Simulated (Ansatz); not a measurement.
BClFH5OSi2, SMILES `OB[Si](F)([SiH3])Cl`, relaxed with RKS PBE0-D4/def2-TZVP in Ansatz 0.2.0 from a PBE-D4/def2-SVP geometry. The force threshold is 0.005 eV/Å; the program also tests the step.

The species carries charge 0 and has multiplicity 1.

Start:

```xyz
11

O    -2.170   -0.476   -0.390
B    -1.105   -0.909   -1.110
Si    0.729   -0.321   -0.468
F     1.628    0.214   -1.743
Si    0.869    1.257    1.273
Cl    1.644   -2.071    0.246
H    -3.023   -0.822   -0.718
H    -1.250   -1.648   -2.073
H     2.305    1.487    1.657
H     0.121    0.720    2.463
H     0.252    2.568    0.862
```

Q: How much energy does the relaxation release, and in how many steps? (An estimate is asked.)

A: Ansatz gave: 5.91 kJ/mol, in 14 steps, 1 of them rejected.

Q: Which bonds change most? (An estimate is asked.)

A: Ansatz gave: Si3–F4 from 1.649 to 1.606 Å; Si3–Cl6 from 2.100 to 2.068 Å; B2–H8 from 1.223 to 1.203 Å; Si5–H10 from 1.505 to 1.486 Å.

Q: Give the relaxed structure. (An estimate is asked.)

A: Ansatz gave: 
```xyz
11

O    -2.154   -0.575   -0.338
B    -1.100   -0.880   -1.120
Si    0.734   -0.333   -0.449
F     1.629    0.165   -1.686
Si    0.868    1.263    1.264
Cl    1.601   -2.072    0.259
H    -2.999   -0.888   -0.677
H    -1.254   -1.479   -2.152
H     2.289    1.485    1.639
H     0.116    0.764    2.445
H     0.270    2.550    0.816
```
